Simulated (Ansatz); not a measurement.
Input for Ansatz (a quantum-chemistry and plane-wave program): U-PBE0/def2-TZVPP on MoF+, 2S+1 = 5, a spin state set in the input, which need not be the lowest, a point of a bond scan (R = 1.833 Å). Charge +1. Elements past Kr take the def2 small-core potentials; no spin–orbit coupling.

Ansatz 0.2 input:
```yaml
crystal:
  periodic: [false, false, false]
  atoms:
    - {symbol: Mo, position_ang: [0.00000000, 0.00000000, 0.00000000]}
    - {symbol: F, position_ang: [0.00000000, 0.00000000, 1.83327100]}
basis:
  gaussian:
    orbitals: def2-TZVPP
    pivot_positions_ang: [[0.00000000, 0.00000000, 0.00000000], [0.00000000, 0.00000000, 1.83327100]]
hamiltonian:
  xc: {name: PBE0}
total_charge: 1
magnetization: {spin_polarized: true, initial_magnetization: 4}
output: {forces: true, orbitals: {seedname: ./end}}
```

Output:

```
WARN ansatz: RAYON_NUM_THREADS=1 ignored (pool sized by the plan → 1); use --threads N
Functional definition: PBE0
integrals: 0.02 GiB planned
525 factors; their error is unknown
mean field: 0.26 GiB planned
mean field evaluation 1: about -4549.1309 eV, gradient 6.6e1 eV
mean field evaluation 2: about -4312.2280 eV, gradient 2.0e2 eV
mean field evaluation 4: about -4561.8306 eV, gradient 8.1e0 eV
mean field evaluation 8: about -4562.0794 eV, gradient 3.4e-2 eV
mean field evaluation 16: about -4562.1696 eV, gradient 3.5e-4 eV
mean field evaluation 32: about -4562.0551 eV, gradient 1.9e0 eV
mean field -4562.16962529 eV, -167.6566413797 hartree, gradient 6.0e-6 eV, S^2 6.007985; 2 other end points of the search recorded, 0 dependent functions left out
the calculation of the forces begins
reference -4562.16965620 eV, -167.6566425156 hartree; 13, 9 occupied and 74, 78 virtual orbitals, 525 factors
Total energy: -4562.16965620 eV, -167.6566425156 hartree
Atom 0 at     0.000000     0.000000     0.000000 Å, force     0.000000    -0.000000     0.232520 eV/Å
Atom 1 at     0.000000     0.000000     1.833271 Å, force    -0.000000     0.000000    -0.232520 eV/Å
Dipole moment:     0.000000    -0.000000    -0.977737 e Å
```

The calculation finished and met its thresholds.

Cost: very roughly 3 core-seconds.
